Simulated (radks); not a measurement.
Results of a calculation; reference values are marked as such.
The calcium ion Ca+, configuration [Ne] 3s1 3p6 4s1 5s1 (not the ground configuration).

Code: a radial shooting solver on a logarithmic mesh with Libxc functionals. Model: non-relativistic Kohn-Sham, LDA (Slater exchange, Perdew-Wang correlation), spin-polarised, spherical densities, point nucleus; open shells are filled with parallel spins first.

Energy parts (eV):
total: -18326.899
kinetic: 18298.925
electron-nucleus: -43098.295
Hartree: 7383.358
exchange-correlation: -910.887

Orbitals (lengths in bohr, moments of r in powers of bohr; r(max) is where P^2 peaks):
orbital  occ.  eigenvalue (eV)     <r^2>   <1/r>   r(max)
1s up       1        -3939.398  0.008072   19.49  0.05092
1s down     1        -3938.878  0.008072   19.49  0.05092
2s up       1        -431.4605    0.1602   3.997   0.3028
2s down     1        -430.9297    0.1600   3.997   0.3029
2p up       3        -356.3727    0.1339   3.933   0.2473
2p down     3        -355.8525    0.1337   3.934   0.2473
3s up       1         -65.6755     1.476   1.238   0.9857
3s down     0         -64.0880     1.485   1.234   0.9873
3p up       3         -46.7521     1.726   1.128    1.024
3p down     3         -45.2351     1.738   1.123    1.027
4s up       1         -13.8650     10.87  0.4296    2.769
4s down     0         -12.5271     11.18  0.4257    2.780
4p up       0          -9.8624     15.09  0.3649    3.192
4p down     0          -8.6223     15.98  0.3555    3.249
5s up       1          -5.0010     51.58  0.1931    6.566
5s down     0          -4.3139     57.32  0.1833    6.823
6s up       0          -1.9830     162.7  0.1124    12.06
6s down     0          -1.7787     186.6  0.1051    12.88

The highest occupied level is 5s up at -5.001 eV. The configuration is held as typed, so some empty levels lie below it. The electron density at the nucleus is 5272 e/bohr^3. Virial ratio -V/T = 2.00153. Summed over all electrons, <r^2> = 75.46 bohr^2, which gives a Langevin (diamagnetic) susceptibility term of -59.8 x 10^-6 cm^3/mol. Spin moment in Bohr magnetons: 3.
